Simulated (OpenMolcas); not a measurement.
# Ions of charge +2 along the 3d row with 4 fluoride ligands in tetrahedral coordination

- Program: OpenMolcas 26.06
- Method: CASSCF
- Spin-orbit coupling: RASSI with atomic mean-field integrals over the reference wave functions

The d shell is active. Anionic complexes are neutralised by point charges behind the ligands. Distances were set from a Shannon-type radius of the metal (high-spin where two are listed) plus a fixed donor radius (F 1.31 Å). Ligand basis ANO-RCC-VDZP, DKH2 Hamiltonian. States (labels of Td). Energies in cm-1 above the lowest state or level, χT in cm3 K/mol; under a threefold ground state the first gap can be a small split of the lowest multiplet, not the spin-orbit step; 10Dq and B are least-squares fits to the states below 45000 cm-1, weighted by degeneracy, with a free offset, and given where the rms deviation is under 5 % of |10Dq| (or 100 cm-1) and under 700 cm-1; 10Dq is negative for this site. Spin-only χT is S(S+1) / 2 for the spin of the ground state.

```csv
Ion,Shell,R (Å),Metal basis,Outer charge (e at Å behind ligand),Ground state,First state of that spin,10Dq,B (rms of fit),First gap with spin-orbit (degeneracies),χT at 300 K,First state of another spin,Spin-only χT
Ti2+,3d2,2.04,ANO-RCC-VTZP,0.5 at 2.4,3A2,3T2 4653,,,"4616 (3, 1)",1.024,1E 12170,1.000
V2+,3d3,1.97,ANO-RCC-VTZP,0.5 at 2.4,4T1,4T2 3975,,,"13.7 (4, 2)",1.701,2E 11975,1.875
Mn2+,3d5,1.97,ANO-RCC-VTZP,0.5 at 2.6,6A1,,-3741,1079 (97),"29507 (6, 2)",4.386,4T1 29533,4.375
Cu2+,3d9,1.88,ANO-RCC-VTZP,0.5 at 2.6,2T2,2E 3038,-3038,,"864.9 (2, 4)",0.824,,0.375
```

The rows also differ in their outer charges, so part of each step comes from that.

Every ion keeps the highest spin of its shell. χT departs most from the spin-only value for Cu2+, by +0.449 cm3 K/mol.

Ligand-to-metal charge-transfer states are missing. Without dynamic correlation the repulsion within the d shell is too large (B by tens of per cent), so at a given field states of lower spin stand too high (holds for Ti2+; V2+; Mn2+). With no ligand orbital active B as a rule stays too high, so bands that hang on it stand too high and its fall with covalency is understated (holds for Ti2+; V2+; Mn2+). With metal d orbitals alone and no dynamic correlation the field as a rule comes out too small, by tens of per cent, by up to half for chloride and softer ligands (holds for Ti2+; V2+; Mn2+). An orbital triplet at a regular site is open to Jahn-Teller coupling, which can distort the site and quench the lowest spin-orbit gaps and is left out (holds for V2+; Cu2+). With metal d orbitals alone and no dynamic correlation the field as a rule comes out too small, by tens of per cent, by up to half for chloride and softer ligands, and with too little covalency χT stands high (holds for Cu2+). No measured value stands beside these numbers; the geometry was imposed, not optimised, and the real ion may take another.
